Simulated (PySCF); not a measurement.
Mo(O)(NH)(NH2)(Me) (CH6MoN2O), SMILES [CH3][Mo](=[O])([NH2])=[NH], multiplicity 1.

The structure is a stationary point at PBE-D3(BJ)/def2-SVP. The multiplicity is an assumed one; no other spin state was optimised. The structure was generated by enumeration; whether it is a known compound was not checked. The def2 effective core potentials stand for the cores of Mo; spin–orbit coupling is left out. One conformer was computed; it need not be the lowest.

Computed with PBE/def2-TZVP (PySCF).

Isolated molecule, no solvent.

Estimate the frontier levels, gap, dipole moment and polarisability. (An estimate is asked for; the answer gives what the named calculation found.)


highest occupied level: -6.48 eV
lowest empty level: -2.60 eV
orbital gap: 3.88 eV
dipole moment: 2.36 D
quadrupole, principal values (traceless, Buckingham form, about the centre of nuclear charge): -10.68, 0.81, 9.87 D·Å
mean static polarisability: 74.3 bohr³ (11.01 Å³)
polarisability, principal values: 67.8, 77.2, 77.9 bohr³
